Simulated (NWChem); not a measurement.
Species: ZrHOCl₃; SMILES [Zr]([OH])([Cl])([Cl])[Cl]

```xyz
6

Zr     0.0000     0.0000    -0.1977
Cl     2.0322     0.8853     0.5628
Cl    -1.7828     1.3172     0.5628
Cl    -0.2494    -2.2026     0.5628
O      0.0000     0.0000    -2.0763
H      0.0000     0.0000    -3.0350
```
Atoms are numbered in this order, from 1.

All runs use the structure optimised with PBE0/def2-SVP. Not confirmed as a minimum by frequencies. def2 effective core potentials on Zr; no spin-orbit coupling.

Q: List the 4 lowest vertical singlet excitations from PBE/def2-SVPD with def2 effective core potentials on Zr, TDA (NWChem).

A: 
| state | energy (eV) | oscillator strength | leading excitation (squared amplitude) |
|---|---|---|---|
| S1 | 5.17 | 0.002 | HOMO → LUMO (0.56) |
| S2 | 5.17 | 0.002 | HOMO → LUMO+1 (0.56) |
| S3 | 5.26 | 0.000 | HOMO−1 → LUMO+1 (0.50) |
| S4 | 5.29 | 0.005 | HOMO−2 → LUMO+1 (0.48) |
